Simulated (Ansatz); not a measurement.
C₂H₉BFP, 14 atoms. Total charge 0; spin multiplicity 1. The bonds changed during the relaxation, so this is another structure than the one it started from. All runs use 4 threads of an Arm Neoverse V1 on a shared host. Correlated methods freeze the cores.

Question: How many basis functions does each run have, and how long does it take in Ansatz? RKS PBE0-D4/def2-TZVP relaxation (13 steps); RKS PBE0-D4/def2-QZVPP energy; RKS ωB97M-V/def2-QZVPP energy; direct RPA on PBE orbitals/def2-TZVPP energy; RHF-MP2/def2-QZVPP energy; RKS r2SCAN0-D4/def2-TZVPP energy; RKS B2PLYP (frozen core)/def2-TZVPP energy; RKS PBE-D4/def2-TZVPP energy and forces; RKS PBE0-D4/def2-TZVP frequencies; RHF-CCSD(T)/def2-TZVPP energy; RKS PBE-QIDH (frozen core)/def2-TZVPP energy; RKS PBE0-D4/def2-SVP energy. (An estimate is asked.)

Answer: Computed: Other jobs shared the machine, so times are rough.

```tsv
level	job	functions	wall time	peak host memory (GiB)
RKS PBE0-D4/def2-SVP	energy	119	1.4 s	0.52
RKS PBE-D4/def2-TZVPP	energy and forces	292	3.4 s	0.38
RKS r2SCAN0-D4/def2-TZVPP	energy	292	6.5 s	0.77
RKS B2PLYP (frozen core)/def2-TZVPP	energy	292	7.5 s	0.8
RKS PBE-QIDH (frozen core)/def2-TZVPP	energy	292	8 s	0.8
direct RPA on PBE orbitals/def2-TZVPP	energy	292	10 s	0.74
RKS PBE0-D4/def2-QZVPP	energy	568	16 s	2.1
RKS ωB97M-V/def2-QZVPP	energy	568	31 s	2.6
RHF-MP2/def2-QZVPP	energy	568	45 s	4.1
RKS PBE0-D4/def2-TZVP	relaxation (13 steps)	215	55 s	0.57
RKS PBE0-D4/def2-TZVP	frequencies	215	3.7 min	0.59
RHF-CCSD(T)/def2-TZVPP	energy	292	5.7 min	9.2
```
